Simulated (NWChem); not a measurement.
Everything below was run with NWChem. System: F$_{2}$Sn, charge 0, spin multiplicity 1, at a geometry optimised with PBE/def2-SVP with def2 effective core potentials on Sn. The structure started from a generated list of species. Level: MP2/def2-TZVP with def2 effective core potentials on Sn, 6 core orbitals frozen.

Input file:

```
start mol
memory heap 200 mb stack 900 mb global 1100 mb
geometry units angstroms nocenter noautoz
  Sn     0.000000     0.000000    -0.347170
  F      1.475205     0.000000     0.964361
  F     -1.475205     0.000000     0.964361
  symmetry group C2v
end
basis spherical
  * library def2-tzvp
end
ecp
  Sn library def2-ecp
end
scf
  rhf
  nopen 0
  maxiter 100
  thresh 1e-7
  semidirect memsize 60000000 filesize 0
end
mp2
  freeze core 6
end
task mp2 energy
```

Output (cleaned and shortened):

```
             Northwest Computational Chemistry Package (NWChem) 7.3.0
             --------------------------------------------------------

                                NWChem Input Module
                                -------------------

 Scaling coordinates for geometry "geometry" by  1.889725989
 (inverse scale =  0.529177249)

 Turning off AUTOSYM since
 SYMMETRY directive was detected!

                             Geometry "geometry" -> ""
                             -------------------------

 Output coordinates in angstroms (scale by  1.889725989 to convert to a.u.)

  No.       Tag          Charge          X              Y              Z
 ---- ---------------- ---------- -------------- -------------- --------------
    1 Sn                  50.0000     0.00000000     0.00000000    -0.34717000
    2 F                    9.0000     1.47520500     0.00000000     0.96436100
    3 F                    9.0000    -1.47520500     0.00000000     0.96436100

 Effective nuclear repulsion energy (a.u.)     255.8044540316

            Nuclear Dipole moment (a.u.)
            ----------------------------
        X                 Y               Z
 ---------------- ---------------- ----------------
     0.0000000000     0.0000000000    -0.0000037795

      Symmetry information
      --------------------

 Group name             C2v
 Group number             16
 Group order               4
 No. of unique centers     2

      Symmetry unique atoms

     1    2


 Summary of "ao basis" -> "" (spherical)
 ------------------------------------------------------------------------------
       Tag                 Description            Shells   Functions and Types
 ---------------- ------------------------------  ------  ---------------------
 *                         def2-tzvp                  on all atoms

 Summary of "ao basis" -> "ao basis" (spherical)
 ------------------------------------------------------------------------------
       Tag                 Description            Shells   Functions and Types
 ---------------- ------------------------------  ------  ---------------------
[...]
     1   1 0 0     -0.000000      0.000000      0.000000
     1   0 1 0      0.000000      0.000000      0.000000
     1   0 0 1     -1.695386      0.000000     18.369569

     2   2 0 0    -30.680876      0.000000    139.886218
     2   1 1 0      0.000000      0.000000      0.000000
     2   1 0 1      0.000000      0.000000      0.000000
     2   0 2 0    -21.419816      0.000000      0.000000
     2   0 1 1     -0.000000      0.000000      0.000000
     2   0 0 2    -27.757575      0.000000     69.248125

                   NWChem MP2 Semi-direct Energy/Gradient Module
                   ---------------------------------------------

  Basis functions       =    112
  Molecular orbitals    =    112
  Frozen core           =      6
  Frozen virtuals       =      0
  Active alpha occupied =     14
  Active beta occupied  =     14
  Active alpha virtual  =     92
  Active beta virtual   =     92
  Use MO symmetry       = T
  Use skeleton AO sym   = T

  AO/Fock/Back tols     =   1.0D-09  1.0D-09  1.0D-09

 GA uses MA = F    GA memory limited = T

 Available:
  local mem=  1.26D+08
 global mem=  1.44D+08
 local disk=  0.00D+00
  mp2_memr nvloc                    92
  nvloc new                    92
   1 passes of  14:        5242880                      89964                  26169725.
   1 passes of  14: M    126140269           G      144154112           F     120897389.

 Semi-direct pass number   1 of   1  for RHF alpha+beta  at        2.0s
  vrange nnbf                  5971
  mp2_eaftype                    99  avail_ma_in_mb                  1099
 EAF : mp2_eaftype filesize          99   13084863.
  mp2_eaf for mointskh                     99
Node 0 wrote     61.5 Mb in      0.1 s     Agg I/O rate:   484.9 Mb/s
 Done moints_semi at        6.6s
  mp2_eaftype                    99  avail_ma_in_mb                  1000
 EAF : mp2_eaftype filesize          99   13084863.
  mp2_eaf for kh                    99
 Done maket at        6.8s
 Done multipass loop at        6.8s

          -------------------------------------------
          SCF energy                -412.403264406578
          Correlation energy          -0.810025098550
          Singlet pairs               -0.451483869061
          Triplet pairs               -0.358541229489
          Total MP2 energy          -413.213289505128
          -------------------------------------------

          ---------------------------------------------------
                    Spin Component Scaled (SCS) MP2
          Same spin pairs                     -0.239027486326
          Same spin scaling factor             0.333333333333
          Opposite spin pairs                 -0.570997612224
          Opposite spin scaling fact.          1.200000000000
          SCS-MP2 correlation energy          -0.764872963444
          Total SCS-MP2 energy              -413.168137370022
          ---------------------------------------------------

 -----------------------
 Performance information
 -----------------------

 Timer overhead =  1.61D-07 seconds/call

               Nr. of calls         CPU time (s)                 Wall time (s)                GFlops
             ---------------    -------------------     ------------------------------   -------------------
Name         Min   Avg   Max    Min     Avg     Max     Min     Avg     Max   Mx/calls   Min     Max     Sum
mp2: moin     1     1     1    4.6     4.6     4.6      4.6     4.6     4.6     4.6      0.0     0.0     0.0
mp2: make     1     1     1   0.24    0.24    0.24     0.24    0.24    0.24    0.24      0.0     0.0     0.0
mp2: tota     1     1     1    4.9     4.9     4.9      4.9     4.9     4.9     4.9      0.0     0.0     0.0

 The average no. of pstat calls per process was 3.00D+00
 with a timing overhead of 4.83D-07s

 Task  times  cpu:        6.8s     wall:        6.8s

 Total times  cpu:        6.8s     wall:        6.8s
```
